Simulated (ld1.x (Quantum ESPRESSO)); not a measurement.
# Scattering properties, PAW potential for caesium

```json
{
  "Element": "caesium (Cs)",
  "Generator": "ld1.x (Quantum ESPRESSO) 7.5",
  "Type": "PAW",
  "Functional": "PBE",
  "Relativity": "scalar-relativistic",
  "Frozen core": "[Kr] 4d10",
  "Valence charge": "9",
  "Reference configuration": "5s2 5p6 5d0 6s1 6p0",
  "Partial waves": "5s (bound): rcut 2.25, rcutus 2.60 bohr; 6s (bound): rcut 2.25, rcutus 2.60 bohr; 5p (bound): rcut 3.75, rcutus 4.15 bohr; 6p (bound, empty): rcut 3.75, rcutus 4.15 bohr; 5d (bound, empty): rcut 3.25, rcutus 4.25 bohr; 5d channel at 2.05 Ry: rcut 3.25, rcutus 4.25 bohr",
  "Local potential": "all-electron potential smoothed inside 2.45 bohr (lloc = -1)",
  "Core correction": "Bessel-smoothed model core inside 2.50 bohr",
  "Augmentation charge": "BESSEL, radius 1.85 bohr"
}
```

The phase is arctan(r·u′/u) with u = r·R(r), unwrapped; energies in Ry, scanned from -4 to 5 Ry. A pole is an energy at which the radial function vanishes at the test radius. The pseudo phase is shifted by a multiple of π to meet the all-electron one at the reference energy, and phase errors are pseudo minus all-electron; the curves can meet again beyond the range given. Levels narrower than the energy grid can be missing from the lists of poles.

Q: For each channel, where are the poles, and over which energies does the pseudopotential scatter like the atom?

A:

```csv
channel,radius (bohr),reference energy (Ry),"poles, all-electron","poles, pseudo",unbroken range about the reference energy with phases within 0.05 rad,phase error 1 Ry above the reference energy (rad)
p,4.59,-0.05,"-0.97, 1.24, 4.44","-0.96, -0.71, 0.83",-0.5 to 0.1,-0.131
d,4.59,-0.03,"0.29, 2.38","0.29, 2.37",below 1.0,-0.042
```

The ghost test of this file was not conclusive. Its overlap operator is not positive definite in a basis up to 400 Ry (lowest eigenvalue s -0.20, p -0.74), so the file is unfit for use: the generalised eigenproblem breaks down once the basis is large enough, and its test numbers describe a broken file.

Phases in the p channel:

```json
{"E (Ry)": "-4.00", "all-electron": "1.458", "pseudo": "4.601"}
{"E (Ry)": "-3.52", "all-electron": "1.450", "pseudo": "4.593"}
{"E (Ry)": "-3.04", "all-electron": "1.440", "pseudo": "4.584"}
{"E (Ry)": "-2.56", "all-electron": "1.427", "pseudo": "4.572"}
{"E (Ry)": "-2.08", "all-electron": "1.409", "pseudo": "4.556"}
{"E (Ry)": "-1.60", "all-electron": "1.379", "pseudo": "4.530"}
{"E (Ry)": "-1.12", "all-electron": "1.260", "pseudo": "4.437"}
{"E (Ry)": "-0.64", "all-electron": "-1.820", "pseudo": "-1.937"}
{"E (Ry)": "-0.16", "all-electron": "-2.039", "pseudo": "-2.043"}
{"E (Ry)": "0.32", "all-electron": "-3.701", "pseudo": "-3.959"}
{"E (Ry)": "0.80", "all-electron": "-4.568", "pseudo": "-4.700"}
{"E (Ry)": "1.28", "all-electron": "-4.721", "pseudo": "-4.879"}
{"E (Ry)": "1.76", "all-electron": "-4.820", "pseudo": "-5.173"}
{"E (Ry)": "2.24", "all-electron": "-4.997", "pseudo": "-6.762"}
{"E (Ry)": "2.72", "all-electron": "-6.586", "pseudo": "-7.545"}
{"E (Ry)": "3.20", "all-electron": "-7.639", "pseudo": "-7.700"}
{"E (Ry)": "3.68", "all-electron": "-7.771", "pseudo": "-7.766"}
{"E (Ry)": "4.16", "all-electron": "-7.829", "pseudo": "-7.804"}
{"E (Ry)": "4.64", "all-electron": "-7.870", "pseudo": "-7.831"}
```
